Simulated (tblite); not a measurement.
Species: C5H8FNO.
SMILES with atom numbers: `[O:1]=[C:2]1[NH:3][CH2:4][CH2:5][C@@H:6]1[CH2:7][F:8]` (hydrogens: H9 on N3; H10, H11 on C4; H12, H13 on C5; H14 on C6; H15, H16 on C7)

Computed with GFN2-xTB (tblite), gas phase: Langevin dynamics at 600 K from the optimised GFN2-xTB geometry, time step 0.5 fs, friction 0.01 fs⁻¹, 2000 steps.

Start geometry:
```
atom  x, y, z in Å
O1      0.041    2.429    0.339
C2     -0.302    1.286    0.160
N3     -1.491    0.749    0.494
C4     -1.657   -0.641    0.142
C5     -0.215   -1.109   -0.094
C6      0.526    0.172   -0.489
C7      1.978    0.242   -0.045
F8      2.743   -0.652   -0.755
H9     -2.241    1.304    0.870
H10    -2.147   -1.191    0.949
H11    -2.263   -0.742   -0.767
H12     0.205   -1.502    0.833
H13    -0.150   -1.882   -0.856
H14     0.491    0.324   -1.573
H15     2.090   -0.016    1.013
H16     2.385    1.240   -0.233
```

The statistics below take the 31 frames saved every 25 fs from 250 to 1000 fs; their kinetic temperature (all 3N coordinates) averages 566 K.

Task: Give the mean, spread and extremes of the bond lengths.

Result: 
```json
{"bond": "O1=C2", "start (Å)": "1.207", "mean (Å)": "1.206", "standard deviation (Å)": "0.024", "shortest (Å)": "1.150", "longest (Å)": "1.251"}
{"bond": "C2–N3", "start (Å)": "1.346", "mean (Å)": "1.350", "standard deviation (Å)": "0.038", "shortest (Å)": "1.244", "longest (Å)": "1.411"}
{"bond": "N3–C4", "start (Å)": "1.444", "mean (Å)": "1.463", "standard deviation (Å)": "0.046", "shortest (Å)": "1.380", "longest (Å)": "1.595"}
{"bond": "C4–C5", "start (Å)": "1.534", "mean (Å)": "1.545", "standard deviation (Å)": "0.054", "shortest (Å)": "1.454", "longest (Å)": "1.643"}
{"bond": "C5–C6", "start (Å)": "1.531", "mean (Å)": "1.544", "standard deviation (Å)": "0.041", "shortest (Å)": "1.472", "longest (Å)": "1.639"}
{"bond": "C6–C7", "start (Å)": "1.520", "mean (Å)": "1.512", "standard deviation (Å)": "0.039", "shortest (Å)": "1.416", "longest (Å)": "1.596"}
{"bond": "C7–F8", "start (Å)": "1.375", "mean (Å)": "1.395", "standard deviation (Å)": "0.052", "shortest (Å)": "1.300", "longest (Å)": "1.505"}
{"bond": "C2–C6", "start (Å)": "1.532", "mean (Å)": "1.546", "standard deviation (Å)": "0.050", "shortest (Å)": "1.472", "longest (Å)": "1.653"}
{"bond": "N3–H9", "start (Å)": "1.007", "mean (Å)": "1.017", "standard deviation (Å)": "0.038", "shortest (Å)": "0.944", "longest (Å)": "1.086"}
{"bond": "C4–H10", "start (Å)": "1.092", "mean (Å)": "1.102", "standard deviation (Å)": "0.039", "shortest (Å)": "1.020", "longest (Å)": "1.193"}
{"bond": "C4–H11", "start (Å)": "1.098", "mean (Å)": "1.108", "standard deviation (Å)": "0.040", "shortest (Å)": "1.033", "longest (Å)": "1.175"}
{"bond": "C5–H12", "start (Å)": "1.091", "mean (Å)": "1.093", "standard deviation (Å)": "0.041", "shortest (Å)": "1.019", "longest (Å)": "1.174"}
{"bond": "C5–H13", "start (Å)": "1.087", "mean (Å)": "1.092", "standard deviation (Å)": "0.056", "shortest (Å)": "0.994", "longest (Å)": "1.214"}
{"bond": "C6–H14", "start (Å)": "1.096", "mean (Å)": "1.101", "standard deviation (Å)": "0.030", "shortest (Å)": "1.041", "longest (Å)": "1.154"}
{"bond": "C7–H15", "start (Å)": "1.095", "mean (Å)": "1.103", "standard deviation (Å)": "0.039", "shortest (Å)": "1.016", "longest (Å)": "1.166"}
{"bond": "C7–H16", "start (Å)": "1.094", "mean (Å)": "1.097", "standard deviation (Å)": "0.034", "shortest (Å)": "1.029", "longest (Å)": "1.182"}
```

Task: Follow the torsion C5–C6–C7–F8 through every second one of these frames.

Result: 
```
t (fs)  C5–C6–C7–F8 (°)
   250               79
   300               95
   350               74
   400               72
   450               68
   500               92
   550               74
   600               73
   650               70
   700               59
   750               71
   800               73
   850               92
   900               80
   950               74
  1000               72
```

Largest departure from the start value over all these frames: C5–C6–C7–F8 25° (start 70°).

Task: How widely does the potential energy scatter, against a harmonic estimate?

Result: Mean 1.11 eV above the start, standard deviation 0.210 eV, range 0.71 to 1.52 eV. For 42 classical harmonic modes at 600 K the canonical values are 42kT/2 = 1.09 eV and kT·√(42/2) = 0.237 eV.

The run is classical and short, so these are rough statistics of one trajectory.

What follows is the cost of the whole dynamics run. On one thread, Arm Neoverse V1 (aarch64), shared host with 32 logical CPUs at a one-minute load of 10, this took 11 s of wall time and 0.18 GiB of memory at its peak.
